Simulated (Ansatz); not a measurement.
Cost and result for the atomization energy of `N#[C][Ge]([Cl])[Cl]` radical (5 atoms, 4 bonds).

Cartesian coordinates in Å:
```
N -2.366 0.193 0.142
C -1.213 0.210 0.138
Ge 0.701 0.421 0.235
Cl 1.420 0.468 -1.774
Cl 1.458 -1.292 1.259
```

Total charge 0; spin multiplicity 2. Correlated methods include outer-core shells of Ge, which these sets cover unevenly. Scalar relativity is left out up to krypton. The geometry is a stationary point of PBE0-D4/def2-TZVP. Program: Ansatz. All runs use 4 threads of an AMD EPYC 7R43 on a shared host. Times are those of one run each, without the atoms' runs, and a repeat can differ threefold. Electronic energies, without spin–orbit coupling; frozen cores. CCSD(T)/CBS adds CCSD(T) − MP2 in def2-TZVPP to the MP2 limit, and its time is that of the two runs behind it. T1 = 0.015; ⟨S²⟩ of the reference is 0.76. With those shells the extrapolation isn't a true limit.

CCSD(T)/CBS is a level of theory with its own doubt, some kJ/mol a heavy atom from the limit and from the frozen cores, so smaller differences don't rank the functionals.

```
                           level  functions  wall time  atomization (kcal/mol)  difference from CCSD(T)/CBS  per bond
              BLYP-D4/def2-TZVPP        194        2 s                   436.2                          9.1       2.3
             BHLYP-D4/def2-TZVPP        194      5.5 s                   401.9                        -25.2      -6.3
               B2PLYP/def2-TZVPP        194      5.5 s                   425.4                         -1.7      -0.4
         CAM-B3LYP-D4/def2-TZVPP        194        6 s                   425.6                         -1.5      -0.4
           r2SCANh-D4/def2-TZVPP        194        7 s                   427.4                          0.3       0.1
               B97M-V/def2-TZVPP        194      7.5 s                   437.1                         10.0       2.5
             PBE-QIDH/def2-TZVPP        194      7.5 s                   429.3                          2.2       0.6
              ωB97X-V/def2-TZVPP        194        9 s                   432.6                          5.5       1.4
ωB97M-V/def2-TZVPP (with forces)        194       11 s                   431.7                          4.6       1.2
                CCSD(T)/def2-SVP         96       11 s                   392.1                        -35.0      -8.7
                  MP2/def2-QZVPP        343       37 s                   446.3                         19.2       4.8
              CCSD(T)/def2-TZVPP        194    3.6 min                   414.0                        -13.1      -3.3
               CCSD(T)/CBS(def2)          –    4.2 min                   427.1                          0.0       0.0
```

From PBE to PBE0 (25 % exact exchange), in def2-TZVPP and without D4, the atomization energy moves by −20.1 kcal/mol: exact exchange takes away binding that semilocal exchange gives to molecules. Leaving LDA and LC-ωPBE aside and taking each functional with its dispersion term where it has one, the values, not all of them listed here, spread over 53.6 kcal/mol, from BHLYP-D4 to PBE-D4. LDA lies +62.8 kcal/mol from PBE without D4, its usual overbinding. The D4 term adds +6.8 kcal/mol with B3LYP and +3.6 kcal/mol with PBE0; it sums over pairs of atoms, weighted by their polarisabilities, and B3LYP, whose exchange is more repulsive, gets the larger term.

B3LYP here is the variant with VWN-RPA as its local correlation; programs differ in this.

For some Ge, Se and Sn compounds the MP2-based and the directly extrapolated limit differ by 10 to 25 kJ/mol.
